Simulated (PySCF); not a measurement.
Species: C₆H₁₃AlOS.
Cartesian coordinates in Å at the PBE0-D3(BJ)/def2-SVP level; atoms count from 1:
```
atom  x, y, z in Å
C1     2.0482    1.1669   -0.2173
C2     1.7772   -0.2435    0.1780
S3     2.9140   -1.4053    0.1819
C4     0.3684   -0.5334    0.6745
C5    -0.2062   -1.8885    0.3015
C6    -0.7638   -1.6165   -1.0912
C7    -1.3532   -0.2246   -0.9479
O8    -0.5755    0.4001    0.1001
Al9   -1.2721    2.0232    1.0062
H10    1.4120    1.4570   -1.0698
H11    1.7647    1.8473    0.6056
H12    3.1040    1.3051   -0.4751
H13    0.3705   -0.3463    1.7620
H14   -1.0084   -2.1561    1.0055
H15    0.5701   -2.6635    0.3280
H16    0.0525   -1.6221   -1.8305
H17   -1.5151   -2.3509   -1.4117
H18   -1.2745    0.3986   -1.8499
H19   -2.4016   -0.2381   -0.6107
H20   -2.7357    1.4969    1.4081
H21   -1.1802    3.0805   -0.1966
H22   -0.1640    2.1111    2.1671
```

Computed with PySCF at PBE0/pcSseg-1, non-relativistic, on one gas-phase PBE0-D3(BJ)/def2-SVP geometry that isn't relaxed in the solvent. The solvent is an IEF-PCM continuum (van der Waals radii × 1.2). The model holds no explicit solvent molecules, cavitation or dispersion.

Gas phase at PBE0/pcSseg-1: HOMO -6.88 eV, LUMO -2.53 eV, dipole 3.99 D.

Q: What does the continuum do to the energy, the frontier levels and the dipole at PBE0/pcSseg-1 in benzene and water?

A: 
```csv
solvent,ε,E(solvent) − E(gas) (kJ/mol),polarisation term (kJ/mol),distortion of the solute (kJ/mol),HOMO (eV),LUMO (eV),dipole (D)
benzene,2.271,-17.63,-18.84,1.21,-6.79,-2.39,4.29
water,78.36,-37.93,-43.87,5.94,-6.75,-2.30,4.61
```

The polarisation term is half the interaction of the solute with the surface charges that it induces; the rest is the cost of distorting the solute's density. The sum is the electrostatic part of solvation alone. From benzene to water the lowering changes by a factor 2.15, Onsager's factor (ε − 1)/(2ε + 1) by 2.14 and ε itself by 34.5.

Q: Which radius a makes the point-dipole formula ΔE = −[(ε − 1)/(2ε + 1)]·μ²/a³ give the value in water, with the gas-phase dipole?

A: μ = 1.569 au and |ΔE| = 0.01445 Eh give a = 2.31 Å; the farthest nucleus lies 3.42 Å from the centroid of the nuclei, so such a sphere wouldn't even hold the nuclei. The formula assumes a rigid point dipole at the centre of a sphere.

Q: Give the dipole vector in the frame of the coordinates (D, pointing from negative to positive charge), gas and water.

A: Gas (-0.23, -3.23, -2.33), solvent (-0.77, -3.58, -2.80). Its length changes by +16 % and its direction by 7°.

Q: Which Hirshfeld charges (PBE0/pcSseg-1) respond most in benzene (means over atoms taken as equivalent)?

A: 
| atoms | environment | gas (e) | solvent (e) | change |
| --- | --- | --- | --- | --- |
| S3 | thiocarbonyl sulfur | -0.086 | -0.104 | -0.018 |
| H20/H21/H22 | Al–H hydrogen | -0.197 | -0.204 | -0.007 |
| Al9 | aluminium bonded to O and 3 H | +0.302 | +0.308 | +0.006 |
| C2 | thiocarbonyl carbon | +0.059 | +0.064 | +0.005 |
| H17 | methylene hydrogen | +0.059 | +0.062 | +0.003 |
| H13 | methine hydrogen | +0.064 | +0.067 | +0.003 |
| H18 | methylene hydrogen | +0.060 | +0.063 | +0.003 |
| H14 | methylene hydrogen | +0.052 | +0.055 | +0.003 |

Q: How do the nuclear quadrupole coupling constants eQVzz/h respond in benzene?

A: 
```tsv
nucleus	Q (barn)	gas (MHz)	solvent (MHz)	η gas	η solvent
33S at S3	-0.06781	46.68	45.85	0.20	0.18
17O at O8	-0.0256	12.30	12.27	0.73	0.72
27Al at Al9	0.1466	34.07	32.87	0.02	0.02
```
